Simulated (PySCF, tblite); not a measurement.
Isomers of C8H13ClSi, one GFN2-xTB conformer each. Single-point energies are computed at PBE0/pcSseg-1 (PySCF, gas phase, no added dispersion term), electronic only.

Problem. Rank them by PBE0/pcSseg-1 energy, lowest first (kcal/mol).
A. `[CH2:1]=[C:2]=[C:3]([CH2:4][CH:5]=[CH2:6])[Si@@H:7]([Cl:8])[CH2:9][CH3:10]` with C2–C3–C4–C5 105°, C3–C4–C5–C6 108°, C2–C3–Si7–Cl8 143°, C3–Si7–C9–C10 55°
B. `[CH:1]#[C:2][C@@H:3]([CH2:4][CH3:5])[Si@@H:6]([Cl:7])[C:8](=[CH2:9])[CH3:10]` with C2–C3–C4–C5 -65°, C2–C3–Si6–Cl7 171°, C3–Si6–C8–C9 -110°
C. `[CH2:1]=[CH:2][CH2:3][C@@H:4]1[CH:5]=[CH:6][C@@H:7]([Cl:8])[C@H:9]1[SiH3:10]` with C1–C2–C3–C4 124°, C2–C3–C4–C5 58°, C3–C4–C5–C6 -135°, C5–C6–C7–Cl8 -105°, C6–C7–C9–Si10 -146°, C3–C4–C9–C7 143°

Solution. A (0.0), B (5.8), C (18.0).

As drawn, the lowest has cumulated double bonds, which the highest lacks. GFN2-xTB itself gives, in the same order: 11.7, 11.0, 0.0. GFN2-xTB puts C=CC[C@@H]1C=C[C@@H](Cl)[C@H]1[SiH3] lowest instead; measured from each level's own lowest isomer, the values differ by up to 18.0 kcal/mol (C=CC[C@@H]1C=C[C@@H](Cl)[C@H]1[SiH3]: 0.0 against 18.0).

Problem. Which frontier levels, dipoles and rotational constants go with these structures?

Solution. 
| SMILES | HOMO (eV, PBE0/pcSseg-1) | LUMO (eV) | dipole (D) | A, B, C (MHz) |
| --- | --- | --- | --- | --- |
| C=C=C(CC=C)[Si@@H](Cl)CC | -7.32 | -0.48 | 1.96 | 926.6, 734.3, 692.8 |
| C#C[C@@H](CC)[Si@@H](Cl)C(=C)C | -7.36 | -0.32 | 1.56 | 1061, 753.1, 576.3 |
| C=CC[C@@H]1C=C[C@@H](Cl)[C@H]1[SiH3] | -7.54 | -0.39 | 2.31 | 1519, 683.0, 543.5 |

Problem. What happens when harmonic zero-point energies from GFN2-xTB frequencies are added?

Solution. 
```json
{"SMILES": "C=C=C(CC=C)[Si@@H](Cl)CC", "ZPE (kcal/mol)": "113.4", "electronic (kcal/mol)": "0.0", "with ZPE (kcal/mol)": "0.0"}
{"SMILES": "C#C[C@@H](CC)[Si@@H](Cl)C(=C)C", "ZPE (kcal/mol)": "113.7", "electronic (kcal/mol)": "5.8", "with ZPE (kcal/mol)": "6.0"}
{"SMILES": "C=CC[C@@H]1C=C[C@@H](Cl)[C@H]1[SiH3]", "ZPE (kcal/mol)": "112.5", "electronic (kcal/mol)": "18.0", "with ZPE (kcal/mol)": "17.1"}
```

The zero-point energies span 1.2 kcal/mol. The order is unchanged.

Problem. As an exercise, what shares would exp(−E/RT) give at 2000 K from these electronic energies alone (no entropy, no degeneracies)?

Solution. RT = 3.974 kcal/mol: C=C=C(CC=C)[Si@@H](Cl)CC 80.3 %, C#C[C@@H](CC)[Si@@H](Cl)C(=C)C 18.8 %, C=CC[C@@H]1C=C[C@@H](Cl)[C@H]1[SiH3] 0.9 %.
